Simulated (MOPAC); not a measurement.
Input for MOPAC: PM6 on AsH4I (a complex).

```
PM6 1SCF PRECISE CHARGE=0 THREADS=1
AsH4I

As     0.03279160 1     0.58395075 1     0.37225558 1
H     -0.77308239 1     1.77910094 1    -0.11562530 1
H     -0.22603419 1    -0.21641850 1    -0.89589280 1
H      1.34539978 1     1.14821675 1    -0.15168653 1
I     -0.39162223 1    -1.06992824 1     4.34973825 1
H     -0.23285438 1    -0.45015162 1     2.85377464 1
```

Program output:

```
*******************************************************************************
 **                                                                           **
 **                              MOPAC v23.2.5                                **
 **                                                                           **
 *******************************************************************************
 ** MOPAC's Digital Object Identifier: https://doi.org/10.5281/zenodo.6511958 **
 **                                                                           **
 ** Please cite the open-source release paper for use of this MOPAC version:  **
 ** J. E. Moussa and J. J. P. Stewart (2026)                                  **
 ** MOPAC: An open-source semiempirical molecular orbital program             **
 ** J. Open Source Softw., 11(119), 8025, https://doi.org/10.21105/joss.08025 **
 *******************************************************************************

                              PM6 CALCULATION RESULTS

 *******************************************************************************
 *  PM6        - The PM6 Hamiltonian to be used
 *
 *
 *
 *                 CHARGE ON SYSTEM = 0
 *
 *
 *
 *  PRECISE    - TIGHTER CRITERIA TO BE USED
 *  1SCF       - DO 1 SCF AND THEN STOP
 *  THREADS=1  - MULTI-THREADING NOT USED
 *  T=         - A TIME OF 172800.0 SECONDS REQUESTED
 *  DUMP=N     - RESTART FILE WRITTEN EVERY 7200.0 SECONDS REQUESTED
 *******************************************************************************
PM6 1SCF PRECISE CHARGE=0 THREADS=1
 AsH4I

   ATOM   CHEMICAL          X               Y               Z
  NUMBER   SYMBOL      (ANGSTROMS)     (ANGSTROMS)     (ANGSTROMS)

     1      As          0.03279160  *   0.58395075  *   0.37225558  *
     2       H         -0.77308239  *   1.77910094  *  -0.11562530  *
     3       H         -0.22603419  *  -0.21641850  *  -0.89589280  *
     4       H          1.34539978  *   1.14821675  *  -0.15168653  *
     5       I         -0.39162223  *  -1.06992824  *   4.34973825  *
     6       H         -0.23285438  *  -0.45015162  *   2.85377464  *



          CARTESIAN COORDINATES

    NO.       ATOM           X           Y           Z

     1        As          0.0328      0.5840      0.3723
     2         H         -0.7731      1.7791     -0.1156
     3         H         -0.2260     -0.2164     -0.8959
     4         H          1.3454      1.1482     -0.1517
     5         I         -0.3916     -1.0699      4.3497
     6         H         -0.2329     -0.4502      2.8538

 General Reference for PM6:
 "Optimization of Parameters for Semiempirical Methods V: Modification of NDDO Approximations
 and Application to 70 Elements", J. J. P. Stewart, J. Mol. Mod., 13, 1173-1213 (2007)
 URL: https://link.springer.com/article/10.1007/s00894-007-0233-4

           Empirical Formula: H4 As I  =     6 atoms



      MOLECULAR POINT GROUP   :   C3v


      RHF CALCULATION, NO. OF DOUBLY OCCUPIED LEVELS = 8


 -------------------------------------------------------------------------------
 PM6 1SCF PRECISE CHARGE=0 THREADS=1
 AsH4I



     1SCF WAS SPECIFIED, SO BFGS WAS NOT USED
     SCF FIELD WAS ACHIEVED


                              PM6 CALCULATION
                                                       MOPAC v23.2.5 Linux




          FINAL HEAT OF FORMATION =         13.72669 KCAL/MOL =      57.43245 KJ/MOL


          COSMO AREA              =        125.97 SQUARE ANGSTROMS
          COSMO VOLUME            =        107.34 CUBIC ANGSTROMS

          IONIZATION POTENTIAL    =          9.980241 EV
          HOMO LUMO ENERGIES (EV) =         -9.980  0.742
          NO. OF FILLED LEVELS    =          8
          MOLECULAR WEIGHT        =        205.8577         POINT GROUP:  C3v

          MOLECULAR DIMENSIONS (Angstroms)

            Atom       Atom       Distance
            I     5    H     3     5.31719
            H     2    H     4     2.21072
            H     2    H     3     1.85702


          SCF CALCULATIONS        =          1





   ATOM   CHEMICAL          X               Y               Z
  NUMBER   SYMBOL      (ANGSTROMS)     (ANGSTROMS)     (ANGSTROMS)

     1      As          0.03279160  *   0.58395075  *   0.37225558  *
     2       H         -0.77308239  *   1.77910094  *  -0.11562530  *
     3       H         -0.22603419  *  -0.21641850  *  -0.89589280  *
     4       H          1.34539978  *   1.14821675  *  -0.15168653  *
     5       I         -0.39162223  *  -1.06992824  *   4.34973825  *
     6       H         -0.23285438  *  -0.45015162  *   2.85377464  *

                             CARTESIAN COORDINATES

   1   As        0.032791600     0.583950750     0.372255580
   2    H       -0.773082390     1.779100940    -0.115625300
   3    H       -0.226034190    -0.216418500    -0.895892800
   4    H        1.345399780     1.148216750    -0.151686530
   5    I       -0.391622230    -1.069928240     4.349738250
   6    H       -0.232854380    -0.450151620     2.853774640


           Empirical Formula: H4 As I  =     6 atoms



      MOLECULAR POINT GROUP   :   C3v


                  EIGENVALUES
 -20.67329 -17.90966 -13.70767 -12.47729 -12.47384 -10.03399 -10.03399  -9.98024
   0.74229   3.33698   3.33911   3.49289  54.50425  54.53236  54.53325  54.67407
  54.67498 111.21881 111.25865 111.25865 111.99341 111.99341


              NET ATOMIC CHARGES AND DIPOLE CONTRIBUTIONS

  ATOM NO.   TYPE          CHARGE      No. of ELECS.   s-Pop       p-Pop       d-Pop
    1         As           0.121997        4.8780     1.73010     3.13920     0.00870
    2          H          -0.037391        1.0374     1.03739
    3          H          -0.037369        1.0374     1.03737
    4          H          -0.037387        1.0374     1.03739
    5          I          -0.191541        7.1915     1.96502     5.22398     0.00254
    6          H           0.181691        0.8183     0.81831
 DIPOLE           X         Y         Z       TOTAL
 POINT-CHG.     0.114     0.447    -1.084     1.178
 HYBRID         0.096     0.373    -0.885     0.965
 SUM            0.210     0.820    -1.969     2.143


          ATOMIC ORBITAL ELECTRON POPULATIONS

     Atom    s        px        py        pz      x^2-y^2     xz        z^2       yz        xy
    1 As   1.73010   0.96539   1.00012   1.17368   0.00102   0.00138   0.00163   0.00243   0.00224
    2  H   1.03739
    3  H   1.03737
    4  H   1.03739
    5  I   1.96502   1.99248   1.88733   1.34417   0.00005   0.00014   0.00142   0.00091   0.00003
    6  H   0.81831

 **********************
 *                    *
 * JOB ENDED NORMALLY *
 *                    *
 **********************




 == MOPAC DONE ==
```

The run finished.

Cost: very roughly 0.05 core-seconds.
